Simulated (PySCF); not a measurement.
## A survey of ³³S NMR shifts

Theoretical values (PySCF 2.14): GFN2-xTB geometry, GIAO PBE0/pcSseg-1 shieldings. One computed conformer, rapidly exchanging positions averaged, no solvent model, relativity neglected.

Shieldings were converted by a linear fit to measured shifts: ³³S (scatter 33.3 ppm rms vs sulfate, solution or neat liquid). Occasional misses reach two or three times the rms, and more in compound classes unlike the fitted ones.

**Question.** Give the ³³S shifts of `C[C@@H]1[C@H](F)C[P@@]1(C)=S`, `CC/C(F)=P\CSC`, `COCP1CCSCC1`, `O=Cc1ccsc1S(=O)(=O)Cl`, `O=Cc1ccc(S(=O)(=O)Cl)s1`.

**Answer.** 
```
                                                                compound                environment  δ (ppm)
                                            C[C@@H]1[C@H](F)C[P@@]1(C)=S         sulfur bonded to P     -459
                                                           CC/C(F)=P\CSC             sulfide sulfur     -308
                                                             COCP1CCSCC1             sulfide sulfur     -288
  [O:1]=[CH:2][c:3]1[cH:4][cH:5][s:6][c:7]1[S:8](=[O:9])(=[O:10])[Cl:11]        S8: sulfonyl sulfur      -28
  [O:1]=[CH:2][c:3]1[cH:4][cH:5][s:6][c:7]1[S:8](=[O:9])(=[O:10])[Cl:11]   S6: aromatic ring sulfur      -66
[O:1]=[CH:2][c:3]1[cH:4][cH:5][c:6]([S:7](=[O:8])(=[O:9])[Cl:10])[s:11]1        S7: sulfonyl sulfur      -27
[O:1]=[CH:2][c:3]1[cH:4][cH:5][c:6]([S:7](=[O:8])(=[O:9])[Cl:10])[s:11]1  S11: aromatic ring sulfur      -75
```

**Question.** Order these by ³³S shift, lowest first.
A. CC[S@@](=O)[C@H](C)OC(C)=O
B. CO[C@@H]1CCC[P@]1(C)=S
C. CC(=O)[P@@H](=S)CC(C)C
D. CCP1(=O)CCSCC1
E. C[C@@H]1[C@H](F)C[P@@]1(C)=S

**Answer.** C (-593 ppm, sulfur bonded to P), B (-537 ppm, sulfur bonded to P), E (-459 ppm, sulfur bonded to P), D (-289 ppm, sulfide sulfur), A (26 ppm, sulfoxide sulfur).
